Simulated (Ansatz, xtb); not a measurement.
## Two conformers of BFH6N2O

We compare X, `N[NH2+][B@H-](O)F`, a singlet, with Y, `N[NH2+][B@H-](O)F`, a singlet. Both are isolated molecules in the gas phase, relaxed with PBE0-D3(BJ)/def2-SVP.

X (Å):

```yaml
atoms:
  - { symbol: B, position_ang: [-1.9038, 2.2522, 0.0397] }
  - { symbol: F, position_ang: [-2.1273, 2.9029, 1.2482] }
  - { symbol: N, position_ang: [0.0297, 0.7388, -0.8021] }
  - { symbol: N, position_ang: [-0.5726, 1.3006, 0.3687] }
  - { symbol: O, position_ang: [-1.4802, 3.1033, -1.0164] }
  - { symbol: H, position_ang: [-0.6903, 0.1284, -1.1966] }
  - { symbol: H, position_ang: [0.0334, 1.5354, -1.4498] }
  - { symbol: H, position_ang: [-0.8060, 0.5443, 1.0158] }
  - { symbol: H, position_ang: [0.1396, 1.8608, 0.8470] }
  - { symbol: H, position_ang: [-2.7611, 1.4286, -0.2811] }
  - { symbol: H, position_ang: [-1.3098, 3.9860, -0.6741] }
```

Y (Å):

```tsv
atom	x (Å)	y (Å)	z (Å)
B	-1.3084	1.6791	-0.6478
F	-1.0836	2.4997	0.4677
N	-2.8669	0.3066	0.8638
N	-2.7894	1.0640	-0.3528
O	-0.5242	0.4890	-0.6713
H	-2.5349	0.9644	1.5747
H	-2.0787	-0.3433	0.7771
H	-3.4878	1.8090	-0.3130
H	-3.0698	0.4540	-1.1239
H	-1.4130	2.3238	-1.6945
H	0.3901	0.6774	-0.8917
```

Energies in hartree; the thermal terms are from PBE0-D3(BJ)/def2-SVP harmonic frequencies (ideal gas, rigid rotor, one conformer each, 298.15 K, 1 atm) and include the zero-point energy:

```
                              X           Y
E, CCSD(T)/def2-SVP  −312.092504  −312.094967
    E, MP2/def2-SVP  −312.035049  −312.037608
  E, MP2/def2-TZVPP  −312.638470  −312.640241
  zero-point energy     0.088860     0.089222
       H(298 K) − E     0.096140     0.096507
       G(298 K) − E     0.059395     0.059698
```

**Question.** Correct the CCSD(T) difference for the basis set by the MP2 change, then work out ΔE, ΔE₀, ΔH and ΔG for X → Y in kcal/mol (1 Eh = 627.51 kcal/mol) and the equilibrium ratio [Y]/[X].

**Answer.** 1. Differences Y − X: CCSD(T) −0.002463, MP2 in the small set −0.002559, MP2 in the large set −0.001771 Eh.
2. ΔE = −0.002463 + (−0.001771 − (−0.002559)) = −0.001675 Eh = −1.05 kcal/mol.
3. ΔE₀ = ΔE + ΔZPE = −0.001675 + (+0.000362) Eh = −0.82 kcal/mol.
4. ΔH = ΔE + (+0.000367) Eh = −0.82 kcal/mol.
5. ΔG = ΔE + (+0.000303) Eh = −0.86 kcal/mol, so ΔS = (ΔH − ΔG)/T = +0.6 J/(mol K).
6. kT = 0.9442 mEh, so K = [Y]/[X] = exp(−ΔG/kT) = exp(+1.45) ≈ 4.3.

The two are too close for this level to say which is favoured. An error of 1 kcal/mol in ΔG would change K by a factor of 5.4. Mirror images and further conformers aren't counted.

Other levels gave ΔE = −1.3 (PBE0-D3(BJ)/def2-SVP); −1.6 (HF/def2-SVP); −1.6 (MP2/def2-SVP); −1.5 (CCSD(T)/def2-SVP) kcal/mol. The correlated steps freeze 5 core orbitals. Programs: Ansatz 0.2.0.
